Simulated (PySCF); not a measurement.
C4H10Ga (SMILES C[CH2][Ga+][CH2]C), charge +1, singlet, geometry from GFN2-xTB (such geometries of metal compounds can be far from the true shape). Base run: HF/3-21G (PySCF).

Input for PySCF:
```python
from pyscf import gto, scf

mol = gto.M(
    atom='''
Ga   -0.061658    0.011760    0.136912
C     1.669096   -0.907510    0.976690
C     1.780746   -2.366401    0.565612
H     1.560439   -0.792323    2.061290
H     2.519395   -0.313570    0.622404
H     1.871940   -2.479102   -0.516185
H     0.929891   -2.953796    0.914620
H     2.679642   -2.788140    1.016819
C    -1.793986    0.945192   -0.683412
C    -1.455378    2.290662   -1.304090
H    -2.495245    1.042340    0.153361
H    -2.190648    0.238964   -1.421731
H    -0.744547    2.192486   -2.126532
H    -1.053814    2.988830   -0.567766
H    -2.368528    2.728093   -1.709349
''',
    basis='3-21g',
    charge=1,
    spin=0,
    verbose=4,
)

mf = scf.RHF(mol)
mf.kernel()
```

Variants of this job, named by their change:

| change | ΔE vs base (µEh) | SCF cycles |
|---|---|---|
| base | 0.0 | 9 |
| DIIS = ADIIS | 0.0 | 13 |
| conv_tol = 1e-4 | 0.1 | 5 |
| solver = newton; init_guess = 1e | 0.0 | - |
| level_shift = 0.3 (with mf.max_cycle = 100) | 0.0 | 13 |
| diis_space = 12 | 0.0 | 9 |
| diis_space = 4 | 0.0 | 9 |
| DIIS = EDIIS | 0.0 | 18 |
| conv_tol = 1e-6 | 0.0 | 6 |
| conv_tol = 1e-12 | 0.0 | 12 |
| conv_tol = 1e-11 | 0.0 | 11 |
| conv_tol_grad = 1e-3 | 0.0 | 9 |
| level_shift = 1.0 (with mf.max_cycle = 100) | 0.0 | 24 |
